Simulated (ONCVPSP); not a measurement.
**Se (Z = 34): one change to an ONCV potential, before and after**

ONCVPSP 4.0.1 input, shortened (lines: element, Z, core and valence counts, functional; n l f; lmax; l rc ep ncon nbas qcut; lloc lpopt rc5 dvloc0; l nproj debl; icmod fcfact rcfact), PBE, scalar-relativistic:

```
  Se 34.00    3    5        4      upf
    1    0    2.00
    2    0    2.00
    2    1    6.00
    3    0    2.00
    3    1    6.00
    3    2   10.00
    4    0    2.00
    4    1    4.00
    2
    0    0.80    0.00    3    6   13.30
    1    1.10    0.00    3    7    9.90
    2    1.15    0.00    4    9   14.20
    4    5    0.50    6.00
    0    2    1.00
    1    2    3.10
    2    1    1.10
    1    0.75    0.00
```

All-electron outer shells of the reference configuration (PBE, scalar-relativistic, ld1.x):

```
shell  level (eV)  outermost node (bohr)  outermost maximum (bohr)
   2s    -1607.20                   0.06                      0.17
   2p    -1413.61                      –                      0.13
   3s     -213.51                   0.24                      0.50
   3p     -152.98                   0.21                      0.50
   3d      -53.12                      –                      0.45
   4s      -17.29                   0.70                      1.51
   4p       -6.51                   0.74                      1.82
```

Change: p: rc 1.32.

Cutoffs: the cutoffs (Ha) at which the residual kinetic energy of the hardest occupied pseudo-wave falls to 1 and 0.1 mHa per electron; they do not see the model core or the augmentation charge, which bear on the density cutoff. Errors are all-electron minus pseudo energies relative to the spin-unpolarised reference configuration.

Question: How do hardness, ghosts and transferability respond?

Answer: The potential gets softer (82 Ha and 127 Ha → 82 Ha and 91 Ha); of the 4 tests that both files solve, the error grows in 4 and shrinks in 0 by more than 15 % and 0.3 meV (median size 3.2 → 4.6 meV); neither file shows a bound ghost. A larger radius leaves more room for a smooth pseudo-wave, so fewer plane waves are needed. More of the atom is replaced by a form fitted at one configuration, so other configurations suffer.

| quantity | base | changed |
| --- | --- | --- |
| cutoff, loose | 82 Ha | 82 Ha |
| cutoff, tight | 127 Ha | 91 Ha |
| loose cutoff by channel | s 74 Ha, p 46 Ha, d 82 Ha | s 74 Ha, p 41 Ha, d 82 Ha |
| bound ghosts | none | none |
| GHOST(+) flags under 300 eV | none | none |
| error for 3s2 3p6 3d10 4s2 4p3, meV [ΔE 10.85 eV] | -1.3 | -2.0 |
| error for 3s2 3p6 3d10 4s2 4p2, meV [ΔE 31.19 eV] | -4.2 | -6.3 |
| error for 3s2 3p6 3d10 4s2 4p1, meV [ΔE 62.06 eV] | -9.5 | -14 |
| error for 3s2 3p6 3d10 4s1 4p4, meV [ΔE 22.38 eV] | -2.2 | -2.9 |
| s: phases at 0.81 bohr within 0.05 rad from the reference energy up to (Ha; the scan ends near 5) | to the end of the scan | to the end of the scan |
| d: phases at 1.17 bohr within 0.05 rad from the reference energy up to (Ha; the scan ends near 5) | 0.6 | 0.6 |
| rms error of d²Exc/dni dnj with the model core, mHa | 1.54 | 1.82 |
